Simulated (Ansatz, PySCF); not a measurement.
This PySCF input computes a r2SCAN/def2-TZVPD energy:

```python
from pyscf import gto, scf, dft

mol = gto.M(
    atom='''
    B     0.40892533   -0.17844453   -0.23361328
    O     1.40812072   -0.53045127   -0.88620567
    Cl   -0.90683721    0.37276952    0.54039957
    H     2.10664022   -1.20124903   -0.92908098
    ''',
    basis='def2-tzvpd',
    charge=1,
    spin=0,
    verbose=4,
)

mf = dft.RKS(mol, xc='r2scan').density_fit(auxbasis='def2-universal-jkfit')
mf.grids.level = 4
mf.conv_tol = 1e-9
mf.max_cycle = 100
mf.max_memory = 1500
mf.kernel()
if not mf.converged:
    mf = mf.newton()
    mf.kernel(mf.make_rdm1())
mf.analyze()
```

Problem. Write an input for the same energy in Ansatz (a quantum-chemistry and plane-wave program) and say what it gives.

Solution. 
Ansatz 0.2 input:
```yaml
crystal:
  periodic: [false, false, false]
  atoms:
    - {symbol: B, position_ang: [0.40892533, -0.17844453, -0.23361328]}
    - {symbol: O, position_ang: [1.40812072, -0.53045127, -0.88620567]}
    - {symbol: Cl, position_ang: [-0.90683721, 0.37276952, 0.54039957]}
    - {symbol: H, position_ang: [2.10664022, -1.20124903, -0.92908098]}
basis:
  gaussian:
    orbitals: def2-TZVPD
hamiltonian:
  xc: {name: r2SCAN}
total_charge: 1
output: {forces: true}
```
It gives -560.60478 Eh, and PySCF -560.60480 Eh, a difference of 0.02 mEh, from the treatment of integrals and grids.

It need not be the lowest isomer of its formula.
